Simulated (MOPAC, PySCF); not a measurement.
H$_{6}$InN$_{3}$, SMILES `[In]([NH2])([NH2])[NH2]`, neutral singlet in the gas phase. 

Cartesian coordinates (Å):
```xyz
10

N     -0.4139     1.7654    -0.9428
In     0.0053    -0.0228    -0.0606
N      1.9472    -0.6016     0.1526
N     -1.4786    -1.4019     0.1577
H     -1.3465     2.1392    -0.7897
H      0.2564     2.5143    -0.7912
H      2.6268     0.1381     0.3073
H      2.1284    -1.3436     0.8232
H     -2.4150    -1.0397     0.3159
H     -1.3100    -2.1475     0.8276
```
Charge 0, multiplicity 1.

All levels are single points at this geometry (PBE0-D3(BJ)/def2-SVP); Pople sets use spherical d functions. Orbital energies aren't observables, and empty levels follow the basis.

```tsv
level	HOMO (eV)	LUMO (eV)	gap (eV)	dipole (D)	vertical IE, Delta-SCF (eV)
M06-2X/def2-TZVP in PySCF	-8.18	-0.20	7.98	3.15	9.18
B3LYP/6-311+G** (LANL2DZ on In) in PySCF	-6.60	-1.15	5.45	3.22	–
B3LYP/6-31G* (LANL2DZ on In) in PySCF	-5.99	-0.43	5.56	3.47	8.24
SVWN5/6-31G* (LANL2DZ on In) in PySCF	-4.92	-1.10	3.81	3.42	–
HF/6-31G* (LANL2DZ on In) in PySCF	-9.92	2.46	12.38	4.13	7.66
AM1 in MOPAC	-9.31	-0.88	8.44	3.32	–
```
